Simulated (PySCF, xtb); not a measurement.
PbI3, SMILES [I][Pb-]([I])[I], charge -1.

Harmonic wavenumbers (cm⁻¹) from GFN2-xTB in xtb at its own minimum, in rising order: 42, 42, 54, 149, 149, 156.

**Question.** What does PBE0-D3(BJ)/def2-SVPD (PySCF) give at its own minimum? (The exact figures need the calculation; the answer reports its results.)

**Answer.** 35, 35, 43, 130, 130, 137. Paired by order, the mean absolute difference is 14 cm⁻¹ and the zero-point energies are 0.8 and 0.7 kcal/mol.
